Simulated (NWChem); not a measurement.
# CH6BeSi; SMILES [CH3][Be][SiH3]

```xyz
9

Be     0.0000     0.0000     0.7465
C      0.0000     0.0000     2.4258
H      0.4351    -0.9207     2.8408
H     -1.0149     0.0835     2.8408
H      0.5798     0.8372     2.8408
Si     0.0000     0.0000    -1.4438
H     -1.3284     0.3729    -2.0218
H      0.3413    -1.3369    -2.0218
H      0.9872     0.9640    -2.0218
```
Atoms are numbered in this order, from 1.

All runs: NWChem. Geometry: optimised at B3LYP/6-31G* (spherical d). GIAO values for the isolated, static molecule; σ is the absolute isotropic shielding, δ = σ(reference) − σ with the isolated reference molecule computed at the same levels (13C: tetramethylsilane, 1H: tetramethylsilane, 29Si: tetramethylsilane).

Question: What does the run give for PBE0/pcSseg-1? Quantities: σ Be1 (ppm); δ C2 (ppm); δ H3 (ppm); δ Si6 (ppm); δ H7 (ppm).

Answer: The σ Be1 (ppm) comes out as 68.7. The δ C2 (ppm) is -2.9 and the δ H3 (ppm) is -0.38. The δ Si6 (ppm) is -145.9 and the δ H7 (ppm) comes out as 2.91.
